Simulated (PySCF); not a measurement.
Magnetisability: `C[S+](C)[C@@H](F)C#N`, [C$_{4}$H$_{7}$FNS]+, charge +1

Molfile (atoms numbered from 1):
```
C4H7FNS
     RDKit          3D

 14 13  0  0  0  0  0  0  0  0999 V2000
   -0.2009    1.5581   -0.2062 C   0  0  0  0  0  0  0  0  0  0  0  0
   -0.4378    0.0829    0.8072 S   0  0  0  0  0  0  0  0  0  0  0  0
   -1.6837   -0.7940   -0.1643 C   0  0  0  0  0  0  0  0  0  0  0  0
    1.0929   -0.8848    0.2663 C   0  0  1  0  0  0  0  0  0  0  0  0
    1.0545   -0.9680   -1.0798 F   0  0  0  0  0  0  0  0  0  0  0  0
    2.2703   -0.1803    0.7423 C   0  0  0  0  0  0  0  0  0  0  0  0
    3.1834    0.3968    1.1036 N   0  0  0  0  0  0  0  0  0  0  0  0
    0.6325    2.1261    0.2024 H   0  0  0  0  0  0  0  0  0  0  0  0
   -1.1060    2.1566   -0.1365 H   0  0  0  0  0  0  0  0  0  0  0  0
   -0.0056    1.2904   -1.2422 H   0  0  0  0  0  0  0  0  0  0  0  0
   -1.8654   -1.7612    0.2984 H   0  0  0  0  0  0  0  0  0  0  0  0
   -1.3615   -0.9196   -1.1954 H   0  0  0  0  0  0  0  0  0  0  0  0
   -2.5996   -0.2088   -0.1261 H   0  0  0  0  0  0  0  0  0  0  0  0
    1.0264   -1.8945    0.6933 H   0  0  0  0  0  0  0  0  0  0  0  0
  1  2  1  0
  2  3  1  0
  2  4  1  0
  4  5  1  0
  4  6  1  0
  6  7  3  0
  1  8  1  0
  1  9  1  0
  1 10  1  0
  3 11  1  0
  3 12  1  0
  3 13  1  0
  4 14  1  1
M  CHG  1   2   1
M  END
```

Method: GIAO PBE0/pcSseg-1 magnetisability, rotational g tensor and spin-rotation constants, non-relativistic, gas phase (PySCF). Geometry: GFN2-xTB.

For an ion the centre-of-mass motion in the field is neglected.

(1) What are the magnetisability and the molar susceptibility?

(2) Split it along the inertial axes a, b, c into diamagnetic and paramagnetic parts about the centre of mass, with the quadrupole moment.

(3) And the rotational g tensor?

## Answers

(1) Isotropic -1171 × 10⁻³⁰ J/T², or -70.5 × 10⁻⁶ cm³/mol; principal values -1276, -1134, -1102 × 10⁻³⁰ J/T², anisotropy 160 × 10⁻³⁰ J/T² (root of half the summed squared differences of the principal values). The susceptibility is in cgs units.

(2) 
| axis | χ (10⁻⁶ cm³/mol) | diamagnetic (10⁻⁶ cm³/mol) | paramagnetic (10⁻⁶ cm³/mol) | summed x² of all electrons (Å²) | quadrupole Θ (D Å) |
| --- | --- | --- | --- | --- | --- |
| a | -73.8 | -419.9 | 346.1 | 153.2 | +1.97 |
| b | -69.5 | -807.7 | 738.2 | 61.8 | -0.55 |
| c | -68.2 | -911.8 | 843.6 | 37.2 | -1.42 |

Anisotropies 2χaa − χbb − χcc = -9.8 and 2χbb − χaa − χcc = +3.0 × 10⁻⁶ cm³/mol. Θ is traceless in Buckingham's convention.

(3) 
```csv
axis,rotational constant (GHz),g,nuclear part,electronic part
a,3.4966,+0.0024,0.5709,-0.5685
b,1.6055,-0.0010,0.5557,-0.5568
c,1.3900,-0.0014,0.5495,-0.5509
```
Asymmetric top; isotopes 12C, 19F, 1H, 14N, 32S; no vibrational averaging.
